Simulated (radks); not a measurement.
Values are calculated unless marked as measured or tabulated.
Spherical quantum dot in the effective-mass picture: electrons in a parabolic well V = omega^2 r^2 / 2 with omega = 0.0979, all in effective atomic units (hartree* = m*/eps^2 hartree, bohr* = eps/m* bohr), one dielectric constant everywhere. Level of theory: non-relativistic Kohn-Sham, LDA (Slater exchange, Perdew-Wang correlation), spin-polarised, spherical densities (a radial shooting solver with Libxc functionals). Levels are named by radial order and angular momentum (1s, 1p, 1d, 2s, ...), and open shells are averaged over m.

N = 18, configuration 1s2 1p6 1d10. This is the lowest configuration that the search found (a dilute case). Occupied and some empty levels:

| level | occupation | eigenvalue (hartree*) | <r> (bohr*) |
|---|---|---|---|
| 1s | 2 | 2.0546 | 7.488 |
| 1p | 6 | 2.0776 | 8.934 |
| 1d | 10 | 2.1062 | 9.776 |
| 2s | 0 | 2.1186 | 7.444 |
| 1f | 0 | 2.1405 | 10.40 |
| 2p | 0 | 2.1651 | 8.346 |

Energy (hartree*): total 22.4560, kinetic 0.92904, external 7.8698, Hartree 15.831, exchange-correlation -2.1740. Static polarisability (adiabatic kernel): 1878 bohr*^3, against N/omega^2 = 1878 from the generalised Kohn theorem.
